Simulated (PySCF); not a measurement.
A species of formula C2H8O3Si3 has this rotational fingerprint, computed with wB97X-D/def2-SVPD in PySCF (dipole) on a GFN2-xTB geometry, gas phase:

* Rotational constants: A = 1976, B = 846.2, C = 783.4 MHz
* Dipole components: |μa| = 2.12 D, |μb| = 1.11 D, |μc| = 0.95 D
* Inertial defect: -207.85 u·Å²
* κ: -0.89

Question: Which structure is it? (One computed conformer of each.)
A. `[OH:1][Si:2]([OH:3])([C:4]#[C:5][SiH3:6])[O:7][SiH3:8]` with H–O1–Si2–O3 32°, O1–Si2–O3–H 167°, O1–Si2–O7–Si8 53°
B. `[O:1]=[C:2]([OH:3])[Si@@H:4]1[CH2:5][SiH2:6][SiH2:7][O:8]1` with O1–C2–O3–H -1°, O1–C2–Si4–C5 -116°, C2–Si4–C5–Si6 -95°, Si4–C5–Si6–Si7 -15°, C5–Si6–Si7–O8 7°, Si6–Si7–O8–Si4 6°
C. `[CH:1]#[C:2][Si@@H:3]([O:4][SiH3:5])[O:6][SiH2:7][OH:8]` with C2–Si3–O4–Si5 102°, C2–Si3–O6–Si7 -89°, Si3–O6–Si7–O8 -14°, O6–Si7–O8–H 179°

Answer: B. It is O=C(O)[Si@@H]1C[SiH2][SiH2]O1, an asymmetric top, point group C1. The candidates at the same level (rigid rotor, commonest isotopes):

| SMILES | A (MHz) | B (MHz) | C (MHz) | μa (D) | μb (D) | μc (D) | Δ (u·Å²) | point group | rotor |
| --- | --- | --- | --- | --- | --- | --- | --- | --- | --- |
| C#C[Si@@H](O[SiH3])O[SiH2]O | 1218 | 1037 | 672.0 | 1.61 | 0.72 | 1.46 | -150.02 | C1 | asymmetric top |
| O[Si](O)(C#C[SiH3])O[SiH3] | 1521 | 572.2 | 467.5 | 0.79 | 0.12 | 0.77 | -134.41 | C1 | asymmetric top |
| O=C(O)[Si@@H]1C[SiH2][SiH2]O1 | 1976 | 846.2 | 783.4 | 2.12 | 1.11 | 0.95 | -207.85 | C1 | asymmetric top |

`C#C[Si@@H](O[SiH3])O[SiH2]O` has A 38 % too low; `O[Si](O)(C#C[SiH3])O[SiH3]` has C 40 % too low. No structure here is proved a minimum.
